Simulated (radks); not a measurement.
Spherical jellium clusters: N electrons in a uniform positive sphere of charge N and radius rs N^(1/3), rs = 4.01 bohr. Calculated with a radial shooting solver with Libxc functionals: non-relativistic Kohn-Sham, LDA (Slater exchange, Perdew-Wang correlation), spin-polarised, spherical densities. Levels are named by radial order and angular momentum (1s, 1p, 1d, 2s, ...), and open shells are averaged over m.

N = 15, configuration 1s2 1p6 1d(up 5, down 2). This is the lowest configuration that the search found. Occupied and some empty levels:

| level | occupation | eigenvalue (eV) | <r> (bohr) |
|---|---|---|---|
| 1s up | 1 | -5.0599 | 6.164 |
| 1s down | 1 | -4.8525 | 5.990 |
| 1p up | 3 | -4.1330 | 7.392 |
| 1p down | 3 | -3.8727 | 7.368 |
| 1d up | 5 | -2.9935 | 8.317 |
| 1d down | 2 | -2.7265 | 8.380 |
| 2s up | 0 | -2.5225 | 7.185 |
| 2s down | 0 | -2.3933 | 7.319 |
| 1f up | 0 | -1.7032 | 9.230 |
| 1f down | 0 | -1.4571 | 9.382 |
| 2p up | 0 | -1.2103 | 9.407 |
| 2p down | 0 | -1.0844 | 9.611 |

Energy (eV): total -26.9548, kinetic 26.379, external -730.88, Hartree 360.33, exchange-correlation -54.245, background 371.46.

Electron density:

| r (bohr) | n(r) (e/bohr^3) |
|---|---|
| 0.721 | 0.001957 |
| 1.92 | 0.002333 |
| 3.13 | 0.003008 |
| 4.33 | 0.003815 |
| 5.54 | 0.004407 |
| 6.74 | 0.004340 |
| 7.94 | 0.003409 |
| 9.15 | 0.002016 |
| 10.3 | 0.0008925 |
| 11.6 | 0.0003251 |
| 12.8 | 0.0001046 |
| 14.0 | 0.00003178 |
| 15.2 | 9.290e-06 |
